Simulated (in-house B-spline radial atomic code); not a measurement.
**Ionising the selenium ion Se²⁸⁺ with different functionals**

Computed with an all-electron radial atomic-structure program (B-spline basis): non-relativistic Hamiltonian, point nucleus, spin-polarised at highest spin, spherical fractional occupations for the functionals. The ionisation energy is the difference of two self-consistent energies, [He] 2s2 2p2 → [He] 2s2 2p1, without Breit or QED terms; ε is the level of the shell that loses the electron (its least bound occupied spin orbital). There is no spin-orbit coupling in this Hamiltonian.

Hybrids are left out here: with spherical fractional occupations of an open shell their exact exchange keeps a self-interaction that integer-occupation calculations don't have.

| method | rung | ΔSCF (eV) | -ε(2p) (eV) |
| --- | --- | --- | --- |
| LDA VWN5 | LDA | ? | ? |
| RPBE | GGA | 3111.7 | 3042.7 |
| revTPSS | meta-GGA | ? | ? |
| r2SCAN | meta-GGA | 3114.7 | 3047.9 |

(1) What does revTPSS give?

(2) What does LDA VWN5 give?

(3) Among the functionals, which spreads more, the ΔSCF values or the orbital energies?

(4) How do they compare with the NIST value?

Answers

(1) ΔSCF 3111.1 eV, and -ε(2p) = 3042.4 eV.

(2) ΔSCF 3109.9 eV, and -ε(2p) = 3040.8 eV.

(3) The orbital energies: ΔSCF values span about 4.8 eV and the orbital energies 7.1 eV.

(4) NIST lists 3146 eV ± 3 (semi-empirical, ground level to ground level). Errors run from -36.1 to -31.3 eV. The correlated functionals all miss on the same side by more than they spread, so the cause is common to them (relativity, Breit-QED terms, multiplet and fine-structure energies, or a listed next ion that isn't the cheapest removal here) and closeness doesn't rank the functionals.
